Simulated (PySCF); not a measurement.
**Excitation energy of In⁺ by level of theory**

In⁺ [Kr] 4d10 5s2 (1S) → In⁺ [Kr] 4d9 5s2 6s1 (3D), as a difference of total energies. All numbers are calculated (PySCF 2.14, scalar relativity through the core potential, in aug-cc-pV5Z-PP with ECP28MDF (8s8p6d4f3g2h, 139 functions)). The calculations carry no spin-orbit coupling.

```
 method  excitation energy (cm⁻¹)
    UHF                    201140
    PBE                    205070
   PBE0                    206180
   BP86                    205570
 revPBE                    204630
r2SCANh                    207740
```

Question: Estimate what LDA gives.

Answer: 207370 cm⁻¹, closest to r2SCANh among the rows shown.

Question: Estimate what r2SCAN gives.

Answer: 207620 cm⁻¹, closest to r2SCANh among the rows shown.

The upper state lies above the first ionisation limit, where it may autoionise and the basis confines it. A Rydberg-like electron needs more diffuse functions than a valence basis has.

The promoted electron is Rydberg-like, and one or two diffuse shells describe it only roughly, which tends to raise the upper state.
